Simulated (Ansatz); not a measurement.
Cost and result for the atomization energy of C$_{3}$H$_{5}$ClGe, SMILES `C#[C][GeH2][CH2]Cl` (10 atoms, 9 bonds).

```xyz
10

C    -1.473   -0.091   -2.208
C    -0.544   -0.046   -1.443
Ge    0.904    0.036   -0.220
C     0.173    0.170    1.598
Cl   -0.711   -1.308    2.040
H    -2.295   -0.136   -2.885
H     1.739    1.291   -0.526
H     1.753   -1.233   -0.347
H     0.974    0.310    2.323
H    -0.519    1.008    1.669
```

Total charge 0; spin multiplicity 1. Correlated methods include outer-core shells of Ge, which these sets cover unevenly. Scalar relativity is left out up to krypton. The geometry is a stationary point of PBE0-D4/def2-TZVP. It is one conformer, not always the lowest. Program: Ansatz. All runs use 4 threads of an Arm Neoverse V2 on a shared host. Times are those of one run each, without the atoms' runs, and a repeat can differ threefold. Electronic energies, without spin–orbit coupling; frozen cores. CCSD(T)/CBS adds CCSD(T) − MP2 in def2-TZVPP to the MP2 limit, and its time is that of the two runs behind it. T1 = 0.011. With those shells the extrapolation isn't a true limit. B3LYP takes the VWN-RPA correlation (the form of Gaussian; ORCA's B3LYP/G).

CCSD(T)/CBS is a level of theory with its own doubt, some kJ/mol a heavy atom from the limit and from the frozen cores, so smaller differences don't rank the functionals.

```csv
level,functions,wall time,atomization (kJ/mol),difference from CCSD(T)/CBS,per bond
PBE-D4/def2-TZVPP (with forces),253,2.3 s,3705.8,70.0,7.8
PBE0-D4/def2-TZVPP,253,3.3 s,3641.1,5.3,0.6
B3LYP-D4/def2-TZVPP (with forces),253,5 s,3608.4,-27.4,-3.0
r2SCAN-D4/def2-TZVPP (with forces),253,5.5 s,3636.6,0.8,0.1
B2PLYP/def2-TZVPP,253,6 s,3588.9,-46.9,-5.2
ωB97X-V/def2-TZVPP,253,8 s,3631.9,-3.9,-0.4
ωB97M-V/def2-TZVPP (with forces),253,12 s,3626.6,-9.2,-1.0
MP2/def2-QZVPP,480,24 s,3673.2,37.4,4.2
CCSD(T)/def2-TZVPP,253,3.4 min,3553.5,-82.3,-9.1
CCSD(T)/CBS(def2),–,3.8 min,3635.8,0.0,0.0
```

In def2-TZVPP, CCSD(T) changes the Hartree–Fock value by +930.0 kJ/mol (the triples alone add +67.1 kJ/mol) and MP2 by +1002.1 kJ/mol; breaking electron pairs costs correlation energy, which Hartree–Fock lacks. From PBE to PBE0 (25 % exact exchange), in def2-TZVPP and without D4, the atomization energy moves by −61.3 kJ/mol: exact exchange takes away binding that semilocal exchange gives to molecules. The D4 term adds +36.9 kJ/mol with B3LYP and +19.5 kJ/mol with PBE0; it sums over pairs of atoms, weighted by their polarisabilities, and B3LYP, whose exchange is more repulsive, gets the larger term.
